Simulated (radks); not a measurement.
Trend from Mg+ to Ar+: ionisation energy by Delta-SCF between NIST ground configurations, and size. All-electron calculation, non-relativistic Kohn-Sham, r2SCAN, spin-polarised, spherical densities, point nucleus; open shells are filled with parallel spins first; meta-GGA in the generalised Kohn-Sham scheme. Program: a radial shooting solver on a logarithmic mesh with Libxc functionals.

| species | configuration | IE (eV) | NIST (eV) | kind | -e(HOMO) (eV) | outermost | <r> outermost (bohr) |
|---|---|---|---|---|---|---|---|
| Mg+ | [Ne] 3s1 | 15.023 | 15.035 | exp. | 12.053 (3s) | 3s | 2.78 |
| Al+ | [Ne] 3s2 | 18.380 | 18.829 | exp. | 14.936 (3s) | 3s | 2.40 |
| Si+ | [Ne] 3s2 3p1 | 16.194 | 16.346 | exp. | 12.184 (3p) | 3p | 2.44 |
| P+ | [Ne] 3s2 3p2 | 20.068 | 19.769 | semi-emp. | 15.332 (3p) | 3p | 2.11 |
| S+ | [Ne] 3s2 3p3 | 23.852 | 23.338 | exp. | 18.472 (3p) | 3p | 1.87 |
| Cl+ | [Ne] 3s2 3p4 | 23.321 | 23.814 | exp. | 18.110 (3p) | 3p | 1.73 |
| Ar+ | [Ne] 3s2 3p5 | 27.794 | 27.630 | exp. | 21.818 (3p) | 3p | 1.56 |

Reference values: NIST Atomic Spectra Database (exp. = measured, semi-emp. = semi-empirical, theory = theoretical value adopted there). Open shells are spherical and high-spin; term and fine-structure splittings are not resolved.
